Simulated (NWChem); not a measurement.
System: BNH₅ cation; SMILES B[NH3+]

The following NWChem deck was run.

```
start job
memory heap 200 mb stack 900 mb global 1100 mb
charge 1
geometry units angstroms noautosym nocenter noautoz
  B     -0.001206    -0.927655    -0.014790
  N     -0.001924     0.623202    -0.012228
  H     -1.082640    -1.452702     0.005183
  H      1.084133    -1.445065     0.004062
  H      0.054862     0.938092     0.982478
  H     -0.866201     1.051741    -0.396356
  H      0.823807     1.043832    -0.481879
end
basis spherical
  B library 6-311g**
  N library 6-311g**
  H library 6-311g**
end
dft
  xc pbe0
  iterations 150
end
tddft
  cis
  ecut -13.0
  nroots 6
  notriplet
end
task tddft energy
```

Parts of the log:

```
             Northwest Computational Chemistry Package (NWChem) 7.3.0
             --------------------------------------------------------

                             Geometry "geometry" -> ""
                             -------------------------

 Output coordinates in angstroms (scale by  1.889725989 to convert to a.u.)

  No.       Tag          Charge          X              Y              Z
 ---- ---------------- ---------- -------------- -------------- --------------
    1 B                    5.0000    -0.00120600    -0.92765500    -0.01479000
    2 N                    7.0000    -0.00192400     0.62320200    -0.01222800
    3 H                    1.0000    -1.08264000    -1.45270200     0.00518300
    4 H                    1.0000     1.08413300    -1.44506500     0.00406200
    5 H                    1.0000     0.05486200     0.93809200     0.98247800
    6 H                    1.0000    -0.86620100     1.05174100    -0.39635600
    7 H                    1.0000     0.82380700     1.04383200    -0.48187900

 Effective nuclear repulsion energy (a.u.)      36.1762776965

                                 NWChem DFT Module
                                 -----------------

 Summary of "ao basis" -> "ao basis" (spherical)
 ------------------------------------------------------------------------------
       Tag                 Description            Shells   Functions and Types
 ---------------- ------------------------------  ------  ---------------------
 B                          6-311g**                 8       18   4s3p1d
 N                          6-311g**                 8       18   4s3p1d
 H                          6-311g**                 4        6   3s1p

            General Information
            -------------------
          SCF calculation type: DFT
          Wavefunction type:  closed shell.
          No. of atoms     :     7
          No. of electrons :    16
           Alpha electrons :     8
            Beta electrons :     8
          Charge           :     1
          Spin multiplicity:     1
          Use of symmetry is: off; symmetry adaption is: off
          Maximum number of iterations: 150
          AO basis - number of functions:    66
                     number of shells:    36
          Convergence on energy requested:  1.00D-06
          Convergence on density requested:  1.00D-05
          Convergence on gradient requested:  5.00D-04

              XC Information
              --------------
                         PBE0 Method XC Functional
                     Hartree-Fock (Exact) Exchange  0.250
          PerdewBurkeErnzerhof Exchange Functional  0.750
            Perdew 1991 LDA Correlation Functional  1.000 local
           PerdewBurkeErnz. Correlation Functional  1.000 non-local

             Grid Information
             ----------------
          Grid used for XC integration:  medium
          Radial quadrature: Mura-Knowles
          Angular quadrature: Lebedev.
          Tag              B.-S. Rad. Rad. Pts. Rad. Cut. Ang. Pts.
          ---              ---------- --------- --------- ---------
          B                   0.85       49           8.0       434
          N                   0.65       49           8.0       434
          H                   0.35       45          10.0       434
          Grid pruning is: on
          Number of quadrature shells:   323
          Spatial weights used:  Erf1

      Superposition of Atomic Density Guess
      -------------------------------------

 Sum of atomic energies:         -81.33895788

 Renormalizing density from      17.00 to     16

      Non-variational initial energy
      ------------------------------

 Total energy =     -78.780649
 1-e energy   =    -168.982831
 2-e energy   =      54.025904
 HOMO         =      -0.709887
 LUMO         =      -0.353720

   convergence    iter        energy       DeltaE   RMS-Dens  Diis-err
 ---------------- ----- ----------------- --------- --------- ---------
 d= 0,ls=0.0,diis     1    -82.1381224339 -1.18D+02  1.14D-02  1.26D+00
 d= 0,ls=0.0,diis     2    -82.1053423710  3.28D-02  6.28D-03  1.41D+00
 d= 0,ls=0.0,diis     3    -82.2513872805 -1.46D-01  6.47D-04  1.32D-02
 d= 0,ls=0.0,diis     4    -82.2527430352 -1.36D-03  1.78D-04  3.68D-04
 d= 0,ls=0.0,diis     5    -82.2527919604 -4.89D-05  2.59D-05  7.25D-06
  Resetting Diis
 d= 0,ls=0.0,diis     6    -82.2527930612 -1.10D-06  3.29D-06  9.06D-08
 d= 0,ls=0.0,diis     7    -82.2527930731 -1.20D-08  4.93D-07  1.39D-09

         Total DFT energy =      -82.252793073102
      One electron energy =     -176.718905203945
           Coulomb energy =       70.724395156838
    Exchange-Corr. energy =      -12.434560722535
 Nuclear repulsion energy =       36.176277696540

 Numeric. integr. density =       16.000003378485

                       DFT Final Molecular Orbital Analysis
                       ------------------------------------

 Vector    6  Occ=2.000000D+00  E=-8.043424D-01
              MO Center=  1.0D-02,  4.6D-01,  1.4D-01, r^2= 1.2D+00
   Bfn.  Coefficient  Atom+Function         Bfn.  Coefficient  Atom+Function
  ----- ------------  ---------------      ----- ------------  ---------------
    27      0.290262  2 N  pz                50      0.208748  5 H  s
     6     -0.205193  1 B  s                 31      0.203169  2 N  pz
    23      0.189773  2 N  pz                49      0.162196  5 H  s
    26      0.157344  2 N  py                30      0.111065  2 N  py
    22      0.102147  2 N  py                10     -0.089410  1 B  s

 Vector    7  Occ=2.000000D+00  E=-6.525867D-01
              MO Center=  8.4D-04, -9.7D-01, -1.5D-03, r^2= 1.8D+00
   Bfn.  Coefficient  Atom+Function         Bfn.  Coefficient  Atom+Function
  ----- ------------  ---------------      ----- ------------  ---------------
     6      0.257893  1 B  s                 26      0.212044  2 N  py
     8     -0.206518  1 B  py                10      0.205109  1 B  s
    30      0.177629  2 N  py                38      0.172113  3 H  s
    44      0.172521  4 H  s                  4     -0.151459  1 B  py
    22      0.139267  2 N  py                37      0.109571  3 H  s

 Vector    8  Occ=2.000000D+00  E=-5.910010D-01
              MO Center= -2.2D-03, -1.1D+00, -1.3D-02, r^2= 1.7D+00
   Bfn.  Coefficient  Atom+Function         Bfn.  Coefficient  Atom+Function
  ----- ------------  ---------------      ----- ------------  ---------------
     7      0.277727  1 B  px                38     -0.229650  3 H  s
    44      0.229323  4 H  s                 11      0.204839  1 B  px
     3      0.202772  1 B  px                37     -0.143106  3 H  s
    43      0.142983  4 H  s                 56      0.075797  6 H  s
    25     -0.072505  2 N  px                62     -0.072444  7 H  s

 Vector    9  Occ=0.000000D+00  E=-2.863323D-01
              MO Center= -2.2D-04, -8.6D-01, -2.6D-02, r^2= 1.9D+00
   Bfn.  Coefficient  Atom+Function         Bfn.  Coefficient  Atom+Function
  ----- ------------  ---------------      ----- ------------  ---------------
    13      0.537403  1 B  pz                 9      0.409194  1 B  pz
     5      0.247865  1 B  pz                50     -0.167026  5 H  s
    51     -0.152199  5 H  s                 62      0.095407  7 H  s
    56      0.079548  6 H  s                 63      0.076831  7 H  s
    57      0.063594  6 H  s                 49     -0.062312  5 H  s

 Vector   10  Occ=0.000000D+00  E=-1.948840D-01
              MO Center=  1.4D-02,  9.7D-01,  1.1D-01, r^2= 3.8D+00
   Bfn.  Coefficient  Atom+Function         Bfn.  Coefficient  Atom+Function
  ----- ------------  ---------------      ----- ------------  ---------------
    28      1.150376  2 N  s                 51     -0.591024  5 H  s
    63     -0.514687  7 H  s                 57     -0.507088  6 H  s
    24      0.301384  2 N  s                 12     -0.214026  1 B  py
    30      0.187177  2 N  py                50     -0.135644  5 H  s
    10      0.121075  1 B  s                 45     -0.121616  4 H  s

[...]

                                NWChem TDDFT Module
                                -------------------

            General Information
            -------------------
           No. of orbitals :     132
            Alpha orbitals :      66
             Beta orbitals :      66
        Alpha frozen cores :       0
         Beta frozen cores :       0
     Alpha frozen virtuals :       0
      Beta frozen virtuals :       0
         Spin multiplicity :       1
    Number of AO functions :      66
        Use of symmetry is : off
      Symmetry adaption is : off
         Schwarz screening :  0.10D-07

              XC Information
              --------------
                  PBE0 Method XC Functional
              Hartree-Fock (Exact) Exchange   0.25
   PerdewBurkeErnzerhof Exchange Functional   0.75
     Perdew 1991 LDA Correlation Functional   1.00 local
    PerdewBurkeErnz. Correlation Functional   1.00 non-local

             TDDFT Information
             -----------------
          Calculation type : Tamm-Dancoff TDDFT
         Wavefunction type : Restricted singlets
          No. of electrons :      16
           Alpha electrons :       8
            Beta electrons :       8
              No. of roots :       6
          Max subspacesize :    5200
            Max iterations :     100
               Target root :       1
           Target symmetry : none
             Energy Cutoff :-0.13D+02
      Symmetry restriction : off
                 Algorithm : Optimal
        Davidson threshold :  0.10D-03

    6 smallest eigenvalue differences (eV)
--------------------------------------------------------
  No. Spin  Occ  Vir  Irrep   E(Occ)    E(Vir)   E(Diff)
--------------------------------------------------------
    1    1    1    9 a       -14.721    -0.286   392.777
    2    1    1   10 a       -14.721    -0.195   395.265
    3    1    1   11 a       -14.721    -0.129   397.069
    4    1    1   12 a       -14.721    -0.127   397.116
    5    1    1   13 a       -14.721    -0.072   398.598
    6    1    1   14 a       -14.721    -0.042   399.428
--------------------------------------------------------

  Entering Davidson iterations
  Restricted singlet excited states

  Iter   NTrls   NConv    DeltaV     DeltaE      Time
  ----  ------  ------  ---------  ---------  ---------
    1      6       0     0.13E+00   0.10+100        4.9
    2     12       0     0.12E-01   0.10E-01        4.9
    3     18       1     0.17E-02   0.14E-03        4.9
    4     23       4     0.34E-03   0.13E-05        4.6
    5     25       6     0.66E-04   0.23E-07        3.2
  ----  ------  ------  ---------  ---------  ---------
  Convergence criterion met

  Ground state a         -82.252793073102 a.u.

  ----------------------------------------------------------------------------
  Root   1 singlet a             14.357818710 a.u.              390.6963 eV
  ----------------------------------------------------------------------------
     Transition Moments    X  0.00006   Y  0.00131   Z  0.00882
     Dipole Oscillator Strength                    0.0007607372
     Electric Quadrupole                           0.0000031027
     Magnetic Dipole                               0.0000029840
     Total Oscillator Strength                     0.0007668239

     Occ.    1  a   ---  Virt.    9  a        0.99881
  ----------------------------------------------------------------------------
  Root   2 singlet a             14.447068183 a.u.              393.1249 eV
  ----------------------------------------------------------------------------
     Transition Moments    X -0.00098   Y -0.02098   Z -0.00841
     Dipole Oscillator Strength                    0.0049311240
     Electric Quadrupole                           0.0000147113
     Magnetic Dipole                               0.0000029399
     Total Oscillator Strength                     0.0049487752

     Occ.    1  a   ---  Virt.   10  a        0.99518
     Occ.    1  a   ---  Virt.   11  a       -0.05857
     Occ.    1  a   ---  Virt.   14  a        0.05465
  ----------------------------------------------------------------------------
  Root   3 singlet a             14.485161517 a.u.              394.1615 eV
  ----------------------------------------------------------------------------
     Transition Moments    X  0.00228   Y -0.00460   Z  0.06209
     Dipole Oscillator Strength                    0.0374820940
     Electric Quadrupole                           0.0000860122
     Magnetic Dipole                               0.0001454927
     Total Oscillator Strength                     0.0377135989

     Occ.    1  a   ---  Virt.   10  a        0.05856
     Occ.    1  a   ---  Virt.   11  a        0.97371
     Occ.    1  a   ---  Virt.   12  a       -0.14344
     Occ.    1  a   ---  Virt.   13  a       -0.08969
     Occ.    1  a   ---  Virt.   19  a        0.10545
     Occ.    1  a   ---  Virt.   25  a        0.05930
  ----------------------------------------------------------------------------
  Root   4 singlet a             14.489467083 a.u.              394.2786 eV
  ----------------------------------------------------------------------------
     Transition Moments    X -0.05960   Y  0.00036   Z  0.00263
     Dipole Oscillator Strength                    0.0343782290
     Electric Quadrupole                           0.0000746100
     Magnetic Dipole                               0.0001337282
     Total Oscillator Strength                     0.0345865671

     Occ.    1  a   ---  Virt.   11  a       -0.14282
     Occ.    1  a   ---  Virt.   12  a       -0.97614
     Occ.    1  a   ---  Virt.   15  a       -0.07365
     Occ.    1  a   ---  Virt.   16  a        0.09339
     Occ.    1  a   ---  Virt.   21  a       -0.08403
     Occ.    1  a   ---  Virt.   26  a       -0.05299
  ----------------------------------------------------------------------------
  Root   5 singlet a             14.580183108 a.u.              396.7471 eV
  ----------------------------------------------------------------------------
     Transition Moments    X -0.00060   Y -0.05753   Z -0.00378
     Dipole Oscillator Strength                    0.0323107562
     Electric Quadrupole                           0.0001128077
     Magnetic Dipole                               0.0000009558
     Total Oscillator Strength                     0.0324245197

     Occ.    1  a   ---  Virt.   10  a       -0.05596
     Occ.    1  a   ---  Virt.   13  a        0.39297
     Occ.    1  a   ---  Virt.   14  a        0.88339
     Occ.    1  a   ---  Virt.   18  a       -0.22696
     Occ.    1  a   ---  Virt.   27  a       -0.06135
  ----------------------------------------------------------------------------
  Root   6 singlet a             14.595944117 a.u.              397.1760 eV
  ----------------------------------------------------------------------------
     Transition Moments    X  0.00086   Y -0.01937   Z  0.00711
     Dipole Oscillator Strength                    0.0041501647
     Electric Quadrupole                           0.0000120399
     Magnetic Dipole                               0.0000017815
     Total Oscillator Strength                     0.0041639861

     Occ.    1  a   ---  Virt.   11  a       -0.08793
     Occ.    1  a   ---  Virt.   13  a       -0.90988
     Occ.    1  a   ---  Virt.   14  a        0.40059

              Target root =      1
          Target symmetry = none
      Ground state energy =    -82.252793073102
        Excitation energy =     14.357818709836
     Excited state energy =    -67.894974363265

  stored tddft:energy   -67.894974363265447
```

Level: PBE0/6-311G** (spherical d), restricted-window TDA. Coordinates come from a PBE-D3(BJ)/def2-SVP optimisation. The quadrupole and magnetic terms of the printed total strengths depend on the origin.
